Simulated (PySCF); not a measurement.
C3H3F3, SMILES FC1([C@@H](F)C1)F. Geometry: r2SCAN-D4/def2-SVP. The structure was generated by enumeration; whether it is a known compound was not checked.

Computed with PySCF 2.14.0 with r2SCAN-D4/def2-SVP.

Harmonic wavenumbers (cm⁻¹): 188, 248, 385, 450, 485, 613, 742, 840, 884, 997, 1005, 1058, 1115, 1191, 1276, 1333, 1368, 1524, 3136, 3161, 3252. Rotational constants (GHz): 5.806, 3.042, 2.629; symmetry number 1.

Task: Work out the zero-point energy and the ideal-gas rigid-rotor harmonic-oscillator thermochemistry at 298.15 K and 1 atm.

Result: ZPE = ½ Σ hcν = ½ × 25251 cm⁻¹ = 151.03 kJ/mol. H − E(el) = 167.37 kJ/mol. Entropy in J/(mol K): translation 165.68, rotation 110.21, vibration 33.33, total 309.22. G − E(el) = 75.18 kJ/mol. Cp = 86.23 J/(mol K).
